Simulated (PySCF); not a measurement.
Diatomic cations of Ca with group 13

PBE0 with double-zeta basis sets in PySCF, for the lowest determinant that a PBE0 search found; no spin–orbit coupling. De refers to high-spin ground-configuration atoms (the charge goes to the atom of lower measured ionisation energy or higher electron affinity, which is not always the lowest computed limit). A positive dipole points towards Ca; it is taken about the centre of mass and depends on that origin.

```
 M       basis  charged atom  state (unpaired electrons)  Re (Å)  ωe (cm⁻¹)  De (eV)  μ (D)
 B  x2c-SVPall           Ca+          triplet (σ ↑, π ↑)   2.453        445     1.32   5.82
Al     pcseg-1           Al+      singlet (closed shell)   3.485        165     1.62   2.76
Ga     pcseg-1           Ga+      singlet (closed shell)   3.479        126     1.58   6.35
In    def2-SVP           In+      singlet (closed shell)   3.645        109     1.29   7.06
Tl    def2-SVP           Tl+      singlet (closed shell)   3.681       98.6      n/a   8.22
```

The shortest bond is that of CaB⁺ (2.453 Å), the longest that of CaTl⁺ (3.681 Å).

The rows differ in basis set, which adds steps of its own.

The state changes along the series, so neighbouring rows are not always alike in their bonding.

Closed-shell solutions of metal pairs were not tested for spin polarisation, which can lower them a little. Spin–orbit coupling is left out, which matters for elements this heavy, above all for dissociation energies. For an ion De counts to the pair picked by the measured ionisation energies or electron affinities, which need not be the lowest pair at this level. States were picked by a PBE0 search and need not be the measured ground states.
